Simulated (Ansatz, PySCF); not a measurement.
C5H5F, SMILES C(C(F)=C)C#C.

Coordinates come from a PBE0-D3(BJ)/def2-SVP optimisation. This is a generated structure with no PubChem entry under its InChIKey; it may be hypothetical. One conformer was computed; it need not be the lowest.

Vertical ionisation energy (IE) and electron affinity (EA) in eV. Rows of orbital energies are one-electron estimates. Where ΔSCF, EOM or ADC give a negative EA the extra electron is unbound and the value depends on the basis.

```csv
level,IE,EA
"−ε(HOMO), −ε(LUMO), HF/def2-TZVP (PySCF)",10.26,-3.58
"−ε(HOMO), −ε(LUMO), PBE/def2-TZVP (PySCF)",6.37,0.94
"ΔSCF, PBE0/def2-SVPD (Ansatz), final states of multiplicity 2 and 2",9.71,-1.57
"ΔSCF, PBE/def2-SVPD (Ansatz), final states of multiplicity 2 and 2",9.39,-1.37
```

Task: What vertical singlet–triplet gap does ΔSCF give with PBE0/def2-SVPD (Ansatz, a program for electronic structure) and with PBE/def2-SVPD (Ansatz)? (The exact figures need the calculation; the answer reports its results.)

Result: 4.33 and 4.47 eV (triplet above singlet where positive).
